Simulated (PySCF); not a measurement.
Two species compared at the same levels of theory.

First species: C₂H₂FP.
Geometry (GFN2-xTB, Å), atoms numbered from 1 in this order:
```xyz
6
C2H2FP angstrom
F     -1.6270   -1.1806   -0.3667
C     -0.6154   -0.4198   -0.0021
C     -0.1800    0.8098   -0.0023
P      0.9893   -0.3499    0.8666
H     -0.3841    1.8191   -0.2775
H      1.8202   -0.6767   -0.2397
```

Second species: C5H10NP.
Structure used (GFN2-xTB), in Å, numbered top down from 1:
```xyz
17
C5H10NP angstrom
C     -1.3418    1.4165   -0.4079
C     -0.9169    0.2889    0.5304
C     -1.0170   -1.0721   -0.1476
P      0.7577    0.6815    1.2802
C      1.9330    0.2341   -0.1284
C      2.0950   -1.1793   -0.2753
N      2.2252   -2.3134   -0.3571
H     -0.7042    1.4532   -1.2902
H     -1.2844    2.3787    0.0981
H     -2.3661    1.2627   -0.7415
H     -1.5882    0.2976    1.4009
H     -0.4266   -1.1044   -1.0610
H     -2.0542   -1.2746   -0.4111
H     -0.6697   -1.8682    0.5085
H      0.8823   -0.5512    1.9392
H      1.5641    0.6825   -1.0548
H      2.9048    0.6796    0.1076
```

Levels: CAM-B3LYP/def2-SVPD for dipole moment, HOMO energy, LUMO energy, HOMO–LUMO gap, static isotropic polarisability and electronic spatial extent ⟨r²⟩ about the centre of nuclear charge; TDDFT CAM-B3LYP/def2-SVPD for lowest singlet excitation; TDA CAM-B3LYP/def2-SVPD for lowest triplet excitation (Tamm–Dancoff); GFN2-xTB for rotational constant A and rotational constant C. Geometries: GFN2-xTB. Each structure is a single optimised conformer of the isolated species, non-relativistic unless stated; the electronic structure was computed with PySCF and density fitting.

The conformers computed, where there is a choice (atom-mapped SMILES and torsion angles):
- `[CH3:1][CH:2]([CH3:3])[PH:4][CH2:5][C:6]#[N:7]`: C1–C2–P4–C5 -79°, C2–P4–C5–C6 -76°

(1) Which of the two has the higher HOMO–LUMO gap, and by how much?

(2) Which has the higher rotational constant C?

(3) Which has the higher T1 energy?

(4) Which has the higher HOMO energy?

(5) Which of the two has the higher ⟨r²⟩, and by how much?

(6) Which of the two has the higher static isotropic polarisability, and by how much?

(7) Which of the two has the higher S1 energy, and by how much?

(8) Which has the higher rotational constant A?

Answers

(1) The second: 9.49 eV against 8.83 eV, a difference of 0.66 eV.

(2) The first: 3.574 GHz against 1.248 GHz, a difference of 2.326 GHz.

(3) The second: 5.23 eV against 4.21 eV, a difference of 1.02 eV.

(4) The first: -8.34 eV against -8.64 eV, a difference of 0.30 eV.

(5) The second: 1031 bohr² against 331 bohr², a difference of 700 bohr².

(6) The second: 87.8 au against 46.2 au, a difference of 41.6 au.

(7) The second: 6.37 eV against 5.07 eV, a difference of 1.30 eV.

(8) The first: 16.634 GHz against 3.152 GHz, a difference of 13.482 GHz.

On the first: The polarisability is 6.85 Å³ as a volume (1 au = 0.148185 Å³), or 1.22 au for each of the 38 electrons. In atomic units the dipole is 0.51 e·bohr (1 au = 2.5417 D).

On the second: The vertical singlet–triplet gap S1 − T1 is 1.14 eV (TDDFT singlet less Tamm–Dancoff triplet; S1: HOMO→LUMO, weight 0.72; T1: HOMO→LUMO, weight 0.50). No computed singlet falls in the visible range (750 to 380 nm, 1.65 to 3.26 eV); S1 lies 3.11 eV above its blue end.
